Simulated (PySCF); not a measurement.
Vertical excitations of a molecule C₅H₈Si from TDDFT-PBE/def2-SVPD in PySCF, as energy in eV (oscillator strength): 4.51 (0.000), 5.16 (0.162), 5.72 (0.036), 5.83 (0.013), 5.84 (0.001), 6.13 (0.010), 6.24 (0.001), 6.54 (0.009), 6.55 (0.012), 6.76 (0.068). Lowest triplet (TDA): 3.28 eV. Coordinates come from a B3LYP-D3(BJ)/def2-SVP optimisation. The values are those of a single conformer.

### Question
Which structure fits?
A. C#CC1C[SiH2]C1
B. C#CC(=C)[SiH2]C
C. [SiH3]C#CC1CC1
D. C=C1C[SiH2]C1=C

### Answer
B, C#CC(=C)[SiH2]C
